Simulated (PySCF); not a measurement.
Basis and Hamiltonian dependence of the excitation energy of W

W [Xe] 4f14 5d4 6s2 (5D) → W [Xe] 4f14 5d4 6s1 6p1 (high-spin determinant). Calculated with PySCF 2.14 from differences of total energies of unrestricted determinants, without spin-orbit coupling. Values in eV.

| basis | Hamiltonian | functions | UHF | r2SCAN | PBE0 | MP2 (valence) | CCSD(T) (valence) |
| --- | --- | --- | --- | --- | --- | --- | --- |
| aug-cc-pVDZ-PP with ECP60MDF | ECP | 54 | 1.067 | 2.050 | 2.293 | 2.132 | 2.381 |
| def2-QZVPPD with the def2 core potential (60 electrons) | ECP | 84 | 1.109 | 2.087 | 2.316 | 2.251 | 2.465 |
| aug-cc-pVTZ-PP with ECP60MDF | ECP | 88 | 1.076 | n/a | n/a | 2.234 | 2.447 |
| x2c-TZVPPall | spin-free X2C | 97 | 1.076 | 2.199 | 2.348 | 2.162 | 2.413 |
| ANO-RCC-VTZP | spin-free X2C | 104 | 1.217 | 2.323 | 2.487 | 2.207 | 2.490 |
| x2c-TZVPPall with one added diffuse shell each of s, p, d, f type | spin-free X2C | 113 | 1.076 | 2.195 | 2.345 | 2.172 | 2.415 |
| aug-cc-pwCVTZ-PP with ECP60MDF | ECP | 122 | 1.078 | 2.059 | 2.287 | 2.243 | n/a |
| aug-cc-pVQZ-PP with ECP60MDF | ECP | 135 | 1.078 | 2.057 | 2.287 | 2.274 | n/a |
| x2c-QZVPPall | spin-free X2C | 144 | 1.084 | n/a | n/a | n/a | n/a |

Frozen in the all-electron rows: valence: [Xe] 4f14; with a core potential, the same shells as far as they lie outside it.

One determinant mixes LS terms of the configuration, so the numbers do not refer to single terms.
